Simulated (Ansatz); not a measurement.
Relaxation of ClH4NO2Si2 (10 atoms, charge 0, multiplicity 1), to a largest force component of 0.015 eV/Å in at most 40 steps.

Level of theory: Ansatz, RKS PBE/def2-SVP.

```xyz
10
Properties=species:S:1:pos:R:3
N 0.521 -1.834 0.492
Si 0.953 -0.372 1.314
O 0.170 0.714 0.595
Si -0.479 1.808 -0.104
O -0.483 1.381 -1.736
Cl -2.511 1.355 0.393
H 1.414 -2.298 0.301
H 0.131 -2.410 1.253
H 2.370 -0.137 0.962
H -0.758 0.476 -1.868
```

Question: Where does it end, and by what steps?

Answer: The forces met the threshold. After 25 steps the energy has fallen by 3.462 eV; H8 moved furthest, 2.16 Å.

| step | energy less start (eV) | largest force component (eV/Å) | accepted |
| --- | --- | --- | --- |
| 0 | 0.0000 | 7.931 | yes |
| 1 | -1.5273 | 3.736 | yes |
| 2 | -2.2536 | 1.484 | yes |
| 3 | -2.5851 | 0.900 | yes |
| 4 | -2.7804 | 0.548 | yes |
| 5 | -2.8775 | 0.461 | yes |
| 6 | -2.9724 | 0.435 | yes |
| 7 | -3.0501 | 0.911 | yes |
| 8 | -3.1121 | 1.192 | yes |
| 9 | -3.1888 | 0.913 | yes |
| 10 | -3.2646 | 0.562 | yes |
| 11 | -3.3325 | 0.567 | yes |
| 12 | -3.3794 | 0.410 | yes |
| 13 | -3.4144 | 0.686 | yes |
| 14 | -3.4348 | 0.986 | yes |
| 15 | -3.4527 | 0.263 | yes |
| 16 | -3.4394 | 0.387 | no |
| 17 | -3.4571 | 0.060 | yes |
| 18 | -3.4577 | 0.071 | yes |
| 19 | -3.4600 | 0.051 | yes |
| 20 | -3.4606 | 0.098 | yes |
| 21 | -3.4613 | 0.039 | yes |
| 22 | -3.4618 | 0.020 | yes |
| 23 | -3.4619 | 0.019 | yes |
| 24 | -3.4620 | 0.019 | yes |
| 25 | -3.4620 | 0.011 | yes |

```xyz
10
Properties=species:S:1:pos:R:3
N 0.995 -1.559 0.168
Si 1.168 -0.248 1.197
O 0.510 1.163 0.879
Si -0.406 1.680 -0.732
O -0.802 0.021 -1.205
Cl -2.318 2.055 0.263
H 1.436 -2.477 0.231
H 0.339 -1.357 -0.622
H 2.122 -0.423 2.327
H -1.716 -0.171 -0.906
```

The run took 85 s on 2 threads of Arm Neoverse V1, on a shared host, peak memory 0.16 GiB.
